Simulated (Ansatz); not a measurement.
Start from `CBC(N)[SiH3]` and change one atom or group to get `CBC(N)C#N`.

Ansatz, PBE0-D4/def2-TZVP geometries, multiplicity 1. Each molecule was computed in one conformer, which needn't be the lowest.

```json
{"property": "LUMO energy (B3LYP/def2-TZVPP) / eV", "`CBC(N)[SiH3]`": "-0.98"}
{"property": "HOMO–LUMO gap (PBE/def2-TZVPP) / eV", "`CBC(N)[SiH3]`": "3.86"}
{"property": "HOMO energy (PBE/def2-TZVPP) / eV", "`CBC(N)[SiH3]`": "-5.58"}
{"property": "HOMO energy (B3LYP/def2-TZVPP) / eV", "`CBC(N)[SiH3]`": "-6.73"}
{"property": "HOMO–LUMO gap (ωB97M-V/def2-TZVPP) / eV", "`CBC(N)[SiH3]`": "10.41"}
{"property": "LUMO energy (ωB97M-V/def2-TZVPP) / eV", "`CBC(N)[SiH3]`": "1.11"}
```

Give the same properties after the change, and the shifts. (Estimate.)

The calculation gave: 
```
                               property  `CBC(N)C#N`  shift
    LUMO energy (B3LYP/def2-TZVPP) / eV        -1.67  -0.69
    HOMO–LUMO gap (PBE/def2-TZVPP) / eV         3.63  -0.23
      HOMO energy (PBE/def2-TZVPP) / eV        -6.10  -0.52
    HOMO energy (B3LYP/def2-TZVPP) / eV        -7.37  -0.64
HOMO–LUMO gap (ωB97M-V/def2-TZVPP) / eV        10.53   0.12
  LUMO energy (ωB97M-V/def2-TZVPP) / eV         0.53  -0.58
```

Positive LUMOs are unbound, so they and the gaps depend on the basis.

B3LYP here is the variant with VWN-RPA as its local correlation; programs differ in this.
